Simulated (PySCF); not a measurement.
Excitations are Tamm–Dancoff values on a coarser integration grid. The basis has no diffuse functions, so Rydberg states are missing or too high.

Species: BI₃, SMILES `IB(I)I` (charge 0, multiplicity 1).

Estimate the S1–T1 gap (TDA), dipole moment, T1 excitation (TDA), HOMO–LUMO gap and HOMO that PySCF with CAM-B3LYP-D3(BJ)/def2-TZVP returns for this input.


| Quantity | Result |
|---|---|
| S1–T1 gap (TDA) | 0.14 eV |
| dipole moment | 0.00 D |
| T1 excitation (TDA) | 3.68 eV |
| HOMO–LUMO gap | 7.16 eV |
| HOMO | -8.60 eV |
